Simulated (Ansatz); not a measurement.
C2H4OZn. Charge 0, multiplicity 1. The bonds changed during the relaxation, so this is another structure than the one it started from. The structure was optimised at the PBE0-D4/def2-TZVP level.

```xyz
8

C     0.086   -0.069    0.867
O    -0.852   -0.487   -0.111
C    -0.262    0.794   -0.254
Zn    0.828   -2.291   -2.022
H     1.034   -0.602    0.854
H    -0.330    0.131    1.850
H     0.432    0.892   -1.085
H    -0.935    1.632   -0.099
```

(1) What is the dipole moment at B3LYP/def2-TZVPP? (Best estimate.)

(2) And with PBE, r2SCAN, ωB97M-V? (Best estimate.)

(3) Give the Mulliken charges with B3LYP, PBE, r2SCAN in def2-TZVPP. (Best estimate.)

Answers

(1) The calculation gave: 2.02 D, with components (0.62, 1.61, 1.05) D in this frame, pointing from negative to positive charge.

(2) Ansatz gave: PBE 1.86 D, r2SCAN 1.99 D, ωB97M-V 2.01 D.

(3) Ansatz gave: 
| atom | B3LYP | PBE | r2SCAN |
| --- | --- | --- | --- |
| C1 | 0.01 | -0.01 | 0.07 |
| O2 | -0.35 | -0.29 | -0.35 |
| C3 | 0.01 | -0.01 | 0.07 |
| Zn4 | -0.01 | -0.02 | -0.02 |
| H5 | 0.08 | 0.07 | 0.05 |
| H6 | 0.09 | 0.09 | 0.06 |
| H7 | 0.08 | 0.07 | 0.05 |
| H8 | 0.09 | 0.09 | 0.06 |

B3LYP here is the variant with VWN-RPA as its local correlation; programs differ in this.
